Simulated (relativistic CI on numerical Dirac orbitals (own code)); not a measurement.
## Slater and spin-orbit integrals, Hf

Computed by Dirac-Coulomb-Breit CI, separate exchange-only KLI orbitals for each configuration, model QED, valence Slater integrals scaled by 0.85, P86 correlation energy added to each configuration (own radial code, finite nucleus).

Slater integrals F^k, G^k are unscaled and averaged over j, outside the closed core [Xe] 4f14; ζ comes from projecting the Hamiltonian with its Breit term on Σ l·s of the shell.

- 5d2 6s2: F^2(5d,5d) = 37452, F^4(5d,5d) = 23747, ζ(5d) = 1002.5 cm⁻¹; <r>(5d) = 2.591, <r^2>(5d) = 8.507 (bohr units).
- 5d 6s2 6p: ζ(5d) = 1319.5, F^2(5d,6p) = 17458, G^1(5d,6p) = 12476, G^3(5d,6p) = 8619.7, ζ(6p) = 2422.7 cm⁻¹; <r>(5d) = 2.339, <r^2>(5d) = 6.744, <r>(6p) = 4.744, <r^2>(6p) = 25.91 (bohr units).
- 5d2 6s 6p: F^2(5d,5d) = 40122, F^4(5d,5d) = 25617, ζ(5d) = 1126.9, G^2(5d,6s) = 22137, F^2(5d,6p) = 16527, G^1(5d,6p) = 12428, G^3(5d,6p) = 8404.6, G^1(6s,6p) = 25654, ζ(6p) = 1709.9 cm⁻¹; <r>(5d) = 2.45, <r^2>(5d) = 7.499, <r>(6s) = 3.418, <r^2>(6s) = 13.34, <r>(6p) = 5.014, <r^2>(6p) = 29.18 (bohr units).

(1) Give the Racah parameters of the d shell in 5d2 6s2.

In this model ζ of a weakly bound d, f or g electron outside closed shells comes out too small, for d by up to a factor of two or three and at times with the wrong sign; that of an outer p electron is too small as well.

Correlation outside the listed configurations is missing or only estimated: errors of thousands of cm⁻¹ between configurations and terms are usual at this charge. Rates and lifetimes follow the computed energies and can be off by large factors. The fine structure of a lone outer electron comes out too small, for d and f at times inverted, and misplaced configurations move strength between like terms. 14 of the 28 excited levels that our extract of the measured tables holds in this range could be paired (the sources list more); they are missed by 1671 cm⁻¹ on average and 3146 at most, and levels without a partner can miss by more. Some levels of the ground configuration have no partner and can miss by 10 % or more.

Averages of the first 10 configurations, taken without configuration mixing, which lowers the lowest level and can move excited configurations by several eV; other configurations of the list can lie among them:

| Configuration | Parity | States | Average energy above the lowest level (eV) |
| --- | --- | --- | --- |
| 5d2 6s2 | even | 45 | 1.6 |
| 5d 6s2 6p | odd | 60 | 3.0 |
| 5d2 6s 6p | odd | 540 | 4.3 |
| 5d3 6s | even | 240 | 3.7 |
| 5d4 | even | 210 | 6.6 |
| 5d2 6s 6d | even | 900 | 6.8 |
| 5d 6s2 5f | odd | 140 | 6.9 |
| 5d 6s2 7p | odd | 60 | 6.1 |
| 5d3 6p | odd | 720 | 6.7 |
| 5d 6s2 7s | even | 20 | 5.3 |

Answers

(1) B = F²/49 − 5F⁴/441 = 495 cm⁻¹ and C = 35F⁴/441 = 1885 cm⁻¹; values fitted to spectra at such low charge are typically 15 to 30 % smaller.
